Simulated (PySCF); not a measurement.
Vertical excitations of a molecule C₄H₇NSi from TDA-PBE/def2-SVPD run with PySCF, as energy in eV (oscillator strength): 5.57 (0.396), 5.67 (0.084), 5.89 (0.001), 5.93 (0.005), 6.09 (0.016), 6.24 (0.008), 6.30 (0.007), 6.58 (0.020), 6.77 (0.012), 6.99 (0.000). Lowest triplet (TDA): 3.39 eV. Geometry: PBE-D3(BJ)/def2-SVP. One conformer was computed; it need not be the lowest.

### Question
Which structure fits?
(A) C#CC/C=N/[SiH3]
(B) [SiH3]n1cccc1
(C) N#C/C=C\C[SiH3]
(D) CC1=CN=C[SiH2]1

### Answer
C, N#C/C=C\C[SiH3]
